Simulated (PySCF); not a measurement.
## CeO₂: calculation against measurement

Isolated CeO₂, optimised in PySCF with density fitting and no spin–orbit coupling; def2 sets carry scalar-relativistic core potentials from Rb on. It is a singlet of C2v symmetry: PBE0/def2-SVP Ce–O 1.793 Å (×2), O–Ce–O 145.1°.

Formally Ce is in oxidation state +4, with 0 electrons left for the f, d and s shells; the Mulliken f population is 1.35.

Measured fundamentals (Jacox, Vibrational and Electronic Energy Levels of Polyatomic Transient Molecules, as compiled in the NIST Chemistry WebBook) beside computed harmonic wavenumbers, in cm⁻¹:

```
mode as compiled  computed symmetry  measured       medium  PBE0/def2-SVP
 a1 sym. stretch                 a1       777  neon matrix            832
b2 asym. stretch                 b2       759  neon matrix            852
```

Problem. How close does the calculation come?

Solution. Mean absolute differences: PBE0/def2-SVP 9.7 %. The mean ratio of measured to computed values at PBE0/def2-SVP is 0.912. Harmonic values should lie a little above fundamentals; matrices shift bands further, usually down by up to a few per cent.
